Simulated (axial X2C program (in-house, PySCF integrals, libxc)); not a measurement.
CaH⁺ along the bond: HF, 2c

Computed with an in-house all-electron X2C program for linear molecules (integrals from PySCF). Two-component (2c) means X2C with spin–orbit coupling and atomic mean-field two-electron Coulomb and Gaunt terms. Basis: Ca dyall-cv3z [11s12p6d4f], H dyall-v3z [6s2p1d] (cores contracted in-house); Gaussian nuclei, density fitting, unrestricted open shells. Masses: Ca 39.963 u, H 1.008 u.

State: Ω = 0 (closed shell). Dipoles are positive if H is the positive end and refer to the centre of mass.

Results along the bond:

```tsv
R (Å)	μ (D)	HOMO (eV)	LUMO (eV)
1.632	-5.041	-14.89	-4.92
1.707	-5.280	-14.73	-4.99
1.763	-5.445	-14.60	-5.05
1.820	-5.600	-14.47	-5.10
1.876	-5.745	-14.33	-5.15
1.942	-5.905	-14.17	-5.20
2.007	-6.054	-14.00	-5.26
2.092	-6.232	-13.79	-5.32
2.195	-6.431	-13.54	-5.40
2.345	-6.685	-13.19	-5.51
```

The state is one determinant whose occupation by symmetry is held fixed; it was picked as the lowest of a PBE0 search that is not exhaustive. Closed shells are restricted here (equal orbitals for both partners); the stretched side of such a curve lies too high.
